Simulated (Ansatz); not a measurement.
Ansatz (a first-principles code) input (CCSD(T)/def2-SVPD):

Ansatz 0.2 input:
```yaml
crystal:
  periodic: [false, false, false]
  atoms:
    - {symbol: Sn, position_ang: [0.16484965, -0.14481094, 0.21959768]}
    - {symbol: O, position_ang: [0.90798272, 0.13659776, -1.48342674]}
    - {symbol: F, position_ang: [-1.72292714, 0.68308500, 0.09861446]}
basis:
  gaussian:
    orbitals: def2-SVPD
total_charge: -1
magnetization: {spin_polarized: false}
correlation: {method: ccsd_t, electrons: outside_noble_gas}
output: {forces: true}
```

Output:

```
Functional definition: HF
integrals: 0.07 GiB planned
868 factors; integrals over basis functions are off by at most 1.8e-4 eV
mean field: 0.24 GiB planned
mean field evaluation 1: about -10543.6836 eV, gradient 3.0e1 eV
mean field evaluation 2: about -10543.7958 eV, gradient 3.0e1 eV
mean field evaluation 4: about -10546.0739 eV, gradient 2.5e0 eV
mean field evaluation 8: about -10546.1126 eV, gradient 3.0e-1 eV
mean field evaluation 16: about -10546.1136 eV, gradient 2.5e-6 eV
mean field -10546.11362475 eV, -387.5625272969 hartree, gradient 2.4e-6 eV, S^2 0.000000; 0 other end points of the search recorded, 0 dependent functions left out
11 core orbitals not correlated, not the lowest: weight in the atoms' cores, before any rotation towards them, 0.936 or more for the frozen orbitals, at most 0.074 for the correlated occupied ones
reference -10546.11362475 eV, -387.5625272969 hartree; 9, 9 occupied and 58, 58 virtual orbitals, 868 factors
densities: 0.26 GiB planned
second order -13.95642392 eV of doubles, -0.00000000 eV of singles
coupled cluster: 0.19 GiB planned
cycle   1  -12.96460839 eV  change    9.9e-1 eV  update   2.0e-1
cycle   2  -13.58266032 eV  change   -6.2e-1 eV  update   1.1e-1
cycle   3  -13.74800022 eV  change   -1.7e-1 eV  update   4.2e-2
cycle   4  -13.76582449 eV  change   -1.8e-2 eV  update   1.7e-2
cycle   5  -13.75135334 eV  change    1.4e-2 eV  update   6.9e-3
cycle   6  -13.75384222 eV  change   -2.5e-3 eV  update   3.3e-3
cycle   7  -13.75534902 eV  change   -1.5e-3 eV  update   1.3e-3
cycle   8  -13.75452220 eV  change    8.3e-4 eV  update   5.6e-4
cycle   9  -13.75440621 eV  change    1.2e-4 eV  update   2.1e-4
cycle  10  -13.75464118 eV  change   -2.3e-4 eV  update   1.3e-4
cycle  11  -13.75449638 eV  change    1.4e-4 eV  update   6.0e-5
cycle  12  -13.75446720 eV  change    2.9e-5 eV  update   3.0e-5
cycle  13  -13.75450519 eV  change   -3.8e-5 eV  update   1.1e-5
cycle  14  -13.75449418 eV  change    1.1e-5 eV  update   4.9e-6
cycle  15  -13.75449945 eV  change   -5.3e-6 eV  update   2.8e-6
coupled cluster: 0.19 GiB planned
perturbative correction -0.57099182 eV, -0.0209835624 hartree
the calculation of the forces begins
Total energy: -10560.43911602 eV, -388.0889793911 hartree
Atom 0 at     0.164850    -0.144811     0.219598 Å, force    -0.242458    -0.333053     1.251035 eV/Å
Atom 1 at     0.907983     0.136598    -1.483427 Å, force     0.582291     0.194322    -1.258962 eV/Å
Atom 2 at    -1.722927     0.683085     0.098614 Å, force    -0.339833     0.138730     0.007927 eV/Å
Dipole moment:     0.124954    -0.340140     0.830533 e Å
```
